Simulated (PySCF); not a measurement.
GaO, SMILES [Ga]=[O], multiplicity 2. The structure is a stationary point at PBE0-D3(BJ)/def2-TZVPD.

Computed equilibrium geometry at PBE0-D3(BJ)/def2-TZVPD (PySCF confirms it by a frequency run) as bond lengths and angles, and its point group:
point group C∞v.
Atoms: Ga1 O2. Bonded distances (Å): Ga1–O2 1.705.
Charge 0, spin multiplicity 2.
